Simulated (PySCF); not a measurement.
## MP2 beside CCSD(T) along group 13: bonds to Pb

MP2 and CCSD(T) in PySCF with def2-SVP on every atom (core potentials on In, Tl, Pb), for the lowest determinant that a PBE0 search found; no spin–orbit coupling.

```tsv
molecule	state (unpaired electrons)	MP2 Re (Å)	MP2 ωe (cm⁻¹)	MP2 De (eV)	CCSD(T) Re (Å)	CCSD(T) ωe (cm⁻¹)	CCSD(T) De (eV)
BPb	quartet (σ ↑, π ↑↑)	2.243	596	2.21	2.280	497	2.12
AlPb	quartet (σ ↑, π ↑↑)	2.712	253	1.85	2.735	246	1.85
GaPb	quartet (σ ↑, π ↑↑)	2.710	173	1.82	2.745	165	1.79
InPb	quartet (σ ↑, π ↑↑)	2.903	135	1.72	2.932	129	1.70
TlPb	quartet (σ ↑, π ↑↑)	2.965	109	1.66	?	?	?
```

(1) Estimate the CCSD(T) values of TlPb by adding the mean shift from MP2 to CCSD(T) of the other rows, and compare with the calculation.

(2) What are the mean differences of MP2 from CCSD(T) over the whole series?

In a basis of this size CCSD(T) is itself not converged; it tends to give bonds that are too long and too weak.

Correlated steps freeze the inner cores (5 to 13 orbitals); shallow outer-core shells are correlated. Correlated levels converge slowly with the basis: in double zeta they bind strong bonds too weakly, by up to about 1 eV, and carry superposition errors of some tenths. These are scalar-relativistic numbers at best; spin–orbit coupling would shift them, the dissociation energy most. States were picked by a PBE0 search and need not be the measured ground states.

Answers

(1) The mean shifts are +3.1 pm, -30 cm⁻¹ and -0.03 eV, which give 2.996 Å, 79.0 cm⁻¹ and 1.62 eV. CCSD(T)/def2-SVP gives Re = 2.998 Å, ωe = 105 cm⁻¹, De = 1.63 eV.

(2) Re -3.1 pm, ωe +25 cm⁻¹, De +0.03 eV.
